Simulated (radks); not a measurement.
Task: Successive ionisation energies (eV) of one element, from differences of total energies of ions in their ground configurations, starting at charge 44: 3503.9, 3598.0, 3880.7, 3970.8, 9194.1, 9454.2, 9716.3, 9980.0, 10244.8, 10509.9, 11249.4, 11466.9, 47052, 47932. Method: Dirac Kohn-Sham, PBE, spin-unpolarised, spherical densities, point nucleus; open shells are shared between the two j in proportion to 2j + 1; computed with a radial shooting solver on a logarithmic mesh with Libxc functionals. Which element is it?

Result: Cerium (Z = 58). The first species listed is Ce44+ in [Ne] 3s2 3p2, the last Ce57+ in 1s1.
